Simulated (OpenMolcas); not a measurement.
Cr4+ (d2) in a complex was computed by SS-CASPT2, IPEA 0.25 Eh, imaginary shift 0.1 Eh with the d shell active (OpenMolcas, ANO-RCC-VTZP on the metal). Its lowest spin-free states, and all those of the highest spin:

| 2S+1 | Degeneracy | E (cm-1) |
| --- | --- | --- |
| 3 | 3 | 0 |
| 1 | 3 | 10020 |
| 1 | 2 | 10270 |
| 3 | 3 | 22580 |
| 1 | 1 | 23490 |
| 3 | 3 | 32280 |
| 1 | 3 | 32510 |
| 1 | 3 | 35790 |
| 3 | 1 | 46750 |
| 1 | 2 | 56430 |
| 1 | 1 | 69920 |

Is the site octahedral, tetrahedral or cube-like, axial, or of lower symmetry?

The states with 2S+1 = 3 have orbital degeneracies 3, 3, 3, 1. Threefold states need a cubic site. For d2 at this spin an octahedron puts the threefold T1 below the threefold T2 and a tetrahedron or cube puts the single A2 below the threefold T2, so the site is octahedral. The run had Cr4+ with 6 ligands (water) in octahedral coordination (Th) at 1.91 Å. Ligand basis ANO-RCC-VDZP.

Roots that are degenerate in the reference are averaged as groups; the widest CASPT2 spread within a group is 1300 cm-1 (the 3-fold group of multiplicity 1 near 35800 cm-1 above the lowest state of its run). Shifts and gaps below about the spread of the groups concerned are not significant. Over all roots computed the reference weight is 0.68 to 0.69; a low but even weight reflects the number of correlated electrons. An orbital triplet at a regular site is open to Jahn-Teller coupling, which can distort the site and quench the lowest spin-orbit gaps and is left out. The least metal-like active orbital is 82 % on the metal (Löwdin) and no ligand orbital is active, so the numbers are rough. Ligand-to-metal charge-transfer states are missing. With no ligand orbital active B as a rule stays too high, so bands that hang on it stand too high and its fall with covalency is understated. With one d shell and no ligand orbital active, 10Dq can be off by a tenth or more. No measured value stands beside these numbers; the geometry is a model, was not optimised and need not be the one that this ion takes.
